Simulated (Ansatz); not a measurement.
Relaxation of CH7NOSi (11 atoms, charge 0, multiplicity 1), to a largest force component of 0.015 eV/Å in at most 40 steps.

Computed with RKS PBE0/def2-mTZVP in Ansatz 0.2.0.

```xyz
11
Properties=species:S:1:pos:R:3
C -1.159 0.848 0.212
Si -0.026 -0.511 0.125
N 1.546 0.031 0.018
O -0.065 -1.421 -1.238
H -2.240 0.528 0.220
H -1.043 1.526 1.087
H -1.091 1.545 -0.671
H -0.055 -1.346 1.316
H 2.187 -0.772 0.054
H 1.821 0.520 0.914
H 0.190 -1.005 -2.016
```

Q: Where does it end, and by what steps?

A: The forces met the threshold. After 10 steps the energy has fallen by 0.716 eV; H10 moved furthest, 0.53 Å.

| step | energy less start (eV) | largest force component (eV/Å) | accepted |
| --- | --- | --- | --- |
| 0 | 0.0000 | 3.416 | yes |
| 1 | -0.5506 | 1.311 | yes |
| 2 | -0.6769 | 0.306 | yes |
| 3 | -0.6942 | 0.223 | yes |
| 4 | -0.7056 | 0.429 | yes |
| 5 | -0.6952 | 0.487 | no |
| 6 | -0.7135 | 0.143 | yes |
| 7 | -0.7148 | 0.055 | yes |
| 8 | -0.6869 | 0.437 | no |
| 9 | -0.7158 | 0.033 | yes |
| 10 | -0.7159 | 0.008 | yes |

```xyz
11
Properties=species:S:1:pos:R:3
C -1.135 0.887 0.240
Si -0.010 -0.600 0.128
N 1.609 -0.005 0.147
O -0.246 -1.508 -1.240
H -2.177 0.587 0.111
H -1.055 1.382 1.212
H -0.906 1.627 -0.533
H -0.327 -1.575 1.207
H 2.395 -0.630 0.253
H 1.816 0.900 0.544
H 0.101 -1.121 -2.050
```

Whether the end is a true minimum wasn't checked by a vibrational analysis.

Time of the run: 32 s on 2 threads of Arm Neoverse V1, on a shared host, peak memory 0.21 GiB.
